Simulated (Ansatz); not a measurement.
`[O]=[W]([OH])(=[S])[Cl]`, one more setting.

```yaml
crystal:
  periodic: [false, false, false]
  atoms:
    - {symbol: O, position_ang: [-1.042897, -1.687038, -0.138138]}
    - {symbol: W, position_ang: [-0.069710, -0.309287, -0.274955]}
    - {symbol: O, position_ang: [-0.513535, 0.850387, 1.117513]}
    - {symbol: S, position_ang: [1.968443, -0.893127, -0.113147]}
    - {symbol: Cl, position_ang: [-0.420347, 0.642008, -2.293026]}
    - {symbol: H, position_ang: [0.120045, 1.332956, 1.655653]}
basis:
  gaussian: {orbitals: def2-mTZVPP}
hamiltonian: {xc: {name: PBE0-DH}}
accuracy: high
```

```sh
$ ansatz run in.yaml --threads 4 --pin off --events-out ev --progress --plain --max-ram 10444MiB
```

It prints (some lines left out):

```
Functional definition: PBE0-DH
2705 factors; integrals over basis functions are off by at most 3.7e-9 eV
mean field evaluation 1: about -29269.1069 eV, gradient 7.8e1 eV
mean field evaluation 2: about -29269.3733 eV, gradient 7.8e1 eV
mean field evaluation 4: about -29279.1443 eV, gradient 2.5e1 eV
mean field evaluation 8: about -29280.2240 eV, gradient 1.6e0 eV
mean field evaluation 16: about -29280.2510 eV, gradient 5.7e-3 eV
mean field evaluation 32: about -29280.2510 eV, gradient 5.1e-8 eV
mean field -29280.25104958 eV, -1076.0293792049 hartree, gradient 1.9e-8 eV, S^2 0.000000; 0 other end points of the search recorded, 0 dependent functions left out
12 core orbitals not correlated: weight in the atoms' cores, before any rotation towards them, 1.000 or more for the frozen orbitals, at most 0.000 for the correlated occupied ones
reference -29280.25105123 eV, -1076.0293792657 hartree; 20, 20 occupied and 111, 111 virtual orbitals, 2705 factors
second order -38.83683758 eV of doubles, -0.00000000 eV of singles
Total energy: -29285.10565593 eV, -1076.2077826978 hartree
```

Run time 6.5 s (4 threads of an Intel Xeon Platinum 8488C on a shared host); peak host memory 0.7 GiB.
